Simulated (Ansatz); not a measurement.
Coupled-cluster run, the Cu⁺ ion.

```yaml
crystal:
  periodic: [false, false, false]
  atoms:
    - {symbol: Cu, position_ang: [0.000000, 0.000000, 0.000000]}
basis:
  gaussian: {orbitals: def2-QZVPP}
total_charge: 1
correlation: {method: ccsd_t, frozen_orbitals: {Cu: 9}}
```

```sh
$ ansatz run in.yaml --threads 2 --pin off --events-out ev --progress --plain
```

The program prints (abridged):

```
Functional definition: HF
697 factors; integrals over basis functions are off by at most 1.7e-4 eV
mean field evaluation 1: about -44571.3563 eV, gradient 1.7e2 eV
mean field evaluation 2: about -44571.3616 eV, gradient 1.7e2 eV
mean field evaluation 4: about -44591.9591 eV, gradient 8.7e0 eV
mean field evaluation 8: about -44592.0391 eV, gradient 6.0e-5 eV
mean field -44592.03912393 eV, -1638.7272122346 hartree, gradient 6.8e-7 eV, S^2 0.000000; 0 other end points of the search recorded, 0 dependent functions left out
9 core orbitals not correlated: weight in the atoms' cores, before any rotation towards them, 1.000 or more for the frozen orbitals, at most 0.000 for the correlated occupied ones
reference -44592.03912393 eV, -1638.7272122346 hartree; 5, 5 occupied and 86, 86 virtual orbitals, 697 factors
second order -12.87403512 eV of doubles, -0.00000000 eV of singles
cycle   1  -10.67637862 eV  change     2.2e0 eV  update   1.1e-1
cycle   2  -11.17734728 eV  change   -5.0e-1 eV  update   6.4e-2
cycle   3  -11.23590826 eV  change   -5.9e-2 eV  update   6.9e-3
cycle   4  -11.23539405 eV  change    5.1e-4 eV  update   2.7e-3
cycle   5  -11.23254031 eV  change    2.9e-3 eV  update   8.1e-4
cycle   6  -11.23264073 eV  change   -1.0e-4 eV  update   1.4e-4
cycle   7  -11.23264334 eV  change   -2.6e-6 eV  update   4.1e-5
cycle   8  -11.23261597 eV  change    2.7e-5 eV  update   1.2e-5
cycle   9  -11.23260850 eV  change    7.5e-6 eV  update   2.6e-6
perturbative correction -0.43089801 eV, -0.0158352097 hartree
Total energy: -44603.70263044 eV, -1639.1558381930 hartree
```

It took 2.4 s on 2 threads of a server CPU on a shared host, with 0.28 GiB of host memory at the peak.

The correlation energy is -11.664 eV, 3.7 % of it from (T); the T1 diagnostic reads 0.0132.
